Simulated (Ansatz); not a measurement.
Ideal-gas functions of CH$_{3}$BOS, SMILES `OB1CS1` at 600 K and 1 bar, from an Ansatz frequency run at PBE0-D4/def2-TZVP.

Molar mass 73.91 g/mol, point group Cs (symmetry number 1), electronic degeneracy 1, moments of inertia 37.382, 105.943, 139.997 u Å². Harmonic wavenumbers (cm⁻¹, unscaled): 342, 374, 527, 546, 713, 856, 870, 939, 1024, 1099, 1433, 1567, 3115, 3191, 3877.

Use S(trans) = R[1.5 ln M + 2.5 ln T − 1.1517]; rotational temperatures θ = 24.2544 K / I; S(rot) = R[ln(√π/σ · √(T³/θAθBθC)) + 1.5]; for each mode x = 1.438777 ν̃/T, S = R[x/(eˣ − 1) − ln(1 − e⁻ˣ)] and H = RT x/(eˣ − 1); 1 cm⁻¹ = 0.0119627 kJ/mol; R = 8.31446 J/(mol·K).

Q: By hand: the entropy, in J/(mol·K).

A: Translation 177.1. Rotation: θ = 0.6488, 0.2289, 0.1732 K, giving 112.2. Vibration, mode by mode: 10.19, 9.49, 6.90, 6.64, 4.80, 3.66, 3.56, 3.13, 2.66, 2.31, 1.22, 0.94, 0.04, 0.03, 0.01, in all 55.6. Electronic 0.0. Sum 344.9 J/(mol·K).

Q: By hand: H − E and G − E in kJ/mol, counted from the electronic energy.

A: Zero-point energy ½ × 20473 × 0.0119627 = 122.5; thermal vibration 20.6; translation, rotation and pV give 4 RT = 20.0. H − E = 163.1 kJ/mol, and G − E = 163.1 − 600 × 344.9/1000 = -43.8 kJ/mol.

Vibration gives 16 % of the entropy. The sum counts one conformer and one mirror image; others add a mixing term.
